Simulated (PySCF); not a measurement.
Field gradients at the hydrogen positions

Species: C6H8N2O2.
Structure used (GFN2-xTB), in Å, numbered top down from 1:
```
atom  x, y, z in Å
C1    -1.6677    1.4558    0.1258
N2    -0.4668    0.6779    0.0346
C3     0.8075    1.0943   -0.0597
C4     1.6458   -0.0047   -0.1240
C5     3.2896   -0.0101   -0.2461
O6     3.7361   -1.1395   -0.2809
O7     3.7433    1.1165   -0.2781
C8     0.7999   -1.0978   -0.0627
N9    -0.4713   -0.6730    0.0327
C10   -1.6759   -1.4448    0.1227
H11   -2.1992    1.2476    1.0570
H12   -1.3951    2.5082    0.1072
H13   -2.3323    1.2510   -0.7164
H14    1.0727    2.1320   -0.0779
H15    1.0574   -2.1374   -0.0834
H16   -2.2051   -1.2375    1.0555
H17   -2.3401   -1.2340   -0.7183
H18   -1.4074   -2.4982    0.1003
```

Level: PBE0/pcSseg-1 (PySCF, non-relativistic); Q(2H) = 0.00286 b; rigid geometry, the same for H and D, with no vibrational averaging.

Question: Rank these positions by the coupling χzz of a deuteron there, largest first.
A. H14 (aromatic hydrogen)
B. H16 (methyl hydrogen)
C. H12 (methyl hydrogen)

Answer: A (227 kHz), C (203 kHz), B (198 kHz).

Q: Give the electric field gradient Vzz (the principal value of largest size), its asymmetry and the 2H coupling at each hydrogen.

A: 
```json
{"atom": "H11", "bonded to": "C1", "bond length (Å)": "1.092", "Vzz (au)": "0.2948", "η": "0.07", "χzz (kHz)": "198"}
{"atom": "H12", "bonded to": "C1", "bond length (Å)": "1.087", "Vzz (au)": "0.3024", "η": "0.08", "χzz (kHz)": "203"}
{"atom": "H13", "bonded to": "C1", "bond length (Å)": "1.092", "Vzz (au)": "0.2947", "η": "0.07", "χzz (kHz)": "198"}
{"atom": "H14", "bonded to": "C3", "bond length (Å)": "1.071", "Vzz (au)": "0.3383", "η": "0.05", "χzz (kHz)": "227"}
{"atom": "H15", "bonded to": "C8", "bond length (Å)": "1.071", "Vzz (au)": "0.3384", "η": "0.05", "χzz (kHz)": "227"}
{"atom": "H16", "bonded to": "C10", "bond length (Å)": "1.092", "Vzz (au)": "0.2948", "η": "0.07", "χzz (kHz)": "198"}
{"atom": "H17", "bonded to": "C10", "bond length (Å)": "1.092", "Vzz (au)": "0.2948", "η": "0.07", "χzz (kHz)": "198"}
{"atom": "H18", "bonded to": "C10", "bond length (Å)": "1.087", "Vzz (au)": "0.3024", "η": "0.08", "χzz (kHz)": "203"}
```

Isolated species at its GFN2-xTB geometry, gas phase. GFN2-xTB bond lengths can be off by several hundredths of an ångström, more for odd bonds, and the gradients follow them. With so small a basis the couplings can be 20 % off.
